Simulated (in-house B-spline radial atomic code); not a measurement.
Values are calculated unless marked as measured or tabulated.
## Building a PAW s channel for Be, r_c = 1.84 bohr

Be, [He] 2s2, non-relativistic LDA (VWN5), spherical and spin-unpolarised, from an all-electron radial atomic-structure program (B-spline basis) (atomic units; all potentials screened as in the neutral atom).

Two all-electron partial waves φ1, φ2 are integrated outwards at E1 = ε(2s) = -0.205744 and E2 = E1 + 1 hartree; φ1 is the bound orbital and φ2 has unit norm inside r_c = 1.8352 bohr. Smooth partners are polynomials, r^1(a0 + a1 r² + a2 r⁴ + a3 r⁶), matched to φ and three derivatives at r_c, with no condition on the norm. The local potential is -2.40601 + (1.35794) r² + (-0.379892) r⁴ + (0.0412158) r⁶ inside 1.5025 bohr and the all-electron one outside.

| wave | φ(r_c) | φ'(r_c) | a0 | a1 | a2 | a3 |
| --- | --- | --- | --- | --- | --- | --- |
| 1 | 0.6235602 | 0.08582952 | 0.3834151 | 0.0325422 | -0.01967137 | 0.001829624 |
| 2 | 0.622081 | -1.5068 | 1.406356 | -0.3141511 | -0.01438688 | 0.004027078 |

Inside r_c the overlaps are <φi φj> = [[0.26594, 0.49649], [0.49649, 1.00000]] and, for the smooth waves, [[0.29328, 0.59421], [0.59421, 1.33151]]. With χj = (Ej − T − V_local) applied to smooth wave j, the program's quadrature gives the matrix B_ij = <smooth i, χj> as [[0.15056, 0.50554], [0.40781, 1.38266]].

(1) Check the match of the first wave, and find the augmentation charges q_ij.

(2) B isn't symmetric. Show that D_ij = B_ij + Ej q_ij is.

Solving (T + V_local + Σ p D p) ψ = E (1 + Σ p q p) ψ in a sphere of 9 bohr, whose wall lifts the free-atom level a little, gives these levels:

| all-electron | one projector | two projectors |
| --- | --- | --- |
| -0.205496 | -0.205496 | -0.205496 |
| 0.075295 | 0.074919 | 0.075292 |
| 0.387411 | 0.384344 | 0.387403 |
| 0.846925 | 0.831725 | 0.846925 |
| 1.443800 | 1.388290 | 1.443540 |

(3) What does the second projector gain?

Results:

(1) At r_c the four terms are 0.70364, 0.20114, -0.40950, 0.12828, which sum to 0.6236, φ1(r_c) to rounding. q_ij is the all-electron overlap less the smooth one: [[-0.02733, -0.09773], [-0.09773, -0.33151]]. The smooth first wave has a norm of 0.2933 inside r_c against 0.2659, so q11 is negative and must stay small enough for the overlap operator to be positive.

(2) Integrating by parts gives B12 − B21 = (E1 − E2) q12: 0.50554 − (0.40781) = 0.09773, and −1 × (-0.09773) = 0.09773. So D12 = 0.50554 + (0.794256)(-0.09773) = 0.42792 and D21 = 0.40781 + (-0.205744)(-0.09773) = 0.42792; D11 = 0.15619, D22 = 1.11936. The projectors, p = (B⁻¹)ᵀ χ, are dual to the smooth waves; det B = 0.002, small beside B11 B22, as the two smooth waves look alike inside r_c.

(3) With one projector the errors are 0.00, -0.38, -3.07, -15.20, -55.51 millihartree. With two the errors are 0.00, 0.00, -0.01, 0.00, -0.26 millihartree. The scattering is exact at E1 and at E2 = 0.794, and over all levels compared the largest error is 0.26 millihartree. The lowest eigenvalue of the overlap operator is 0.7977 with one and 0.2095 with two projectors. The smooth orbital alone needs a cutoff of 3.81 hartree for 1 millihartree of kinetic energy, against 6.06 for a norm-conserving Troullier-Martins orbital of the same radius; part of the gain comes from giving up the norm, part from the simpler form.
